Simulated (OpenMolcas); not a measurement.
## P+: from CASSCF to CASPT2

```yaml
Program: OpenMolcas 26.06
Basis: ANO-R1 [4s3p1d]
Scalar_Hamiltonian: X2C, finite nucleus
Active_space: 2 electrons in 3 orbitals (3p)
State_averaging: 2S+1 = 3 even, 3 roots; 2S+1 = 1 even, 6 roots
Spin-orbit_coupling: state interaction with AMFI integrals over the reference wave functions, term energies averaged over their components
```

Methods on the same reference wave functions:
A. CASSCF
B. SS-CASPT2, IPEA 0.25 Eh, imaginary shift 0.1 Eh (closed shells correlated: 2s 2p 3s)

Energies in cm-1 above 3s2 3p2 3P0, the measured ground level; measured values from NIST Handbook of Basic Atomic Spectroscopic Data.

```
      Level      A      B  Measured
3s2 3p2 3P0    0.0    0.0       0.0
3s2 3p2 3P1    153    154       165
3s2 3p2 3P2    443    444       469
3s2 3p2 1D2  11517  10110      8882
3s2 3p2 1S0  28214  23460     21576
```

Deviations, from unrounded energies. A percentage is the sum of absolute deviations over the sum of measured energies, with the sign that they share, or ± where signs differ.

| Against measurement | Levels | A | B |
| --- | --- | --- | --- |
| mean absolute deviation (cm-1) | 4 | 2300 | 790 |
| fine structure of the ground term (%) | 2 | -6.0 | -5.7 |
| other terms of the ground configuration (%) | 2 | +30.4 | +10.2 |

B lies closest to measurement on these levels. The largest miss of B in the table is 3s2 3p2 1S0, by +1900 cm-1. The ranking rests on the paired levels alone, and a cruder setting can come out closer through cancelling errors.

From A to B the spin-free energies of the other terms of 3s2 3p2 shown, above 3P, scale by factors of 0.83 to 0.87.

The lowest spin-free term lies below A's lowest term by 0.061 hartree in B.

Term energies are means over components that CASPT2 splits; among the terms shown or strongly mixed into the levels shown the widest spread is 120 cm-1 (3s2 3p2 1D, B). With the s shell closed, the reference lacks s² → p² mixing. Without dynamic correlation excited terms often stand tens of per cent too high (terms of higher spin than the ground term too low), and those without a measured partner can miss by more than the paired ones (holds for A). Measured partners are found by configuration, term and J. A level has none where our copy of the source lacks it or the pairing is in doubt (some pairs that miss far off the trend of their configuration count as doubtful), and it then counts in no deviation. Only configurations of the active space appear.
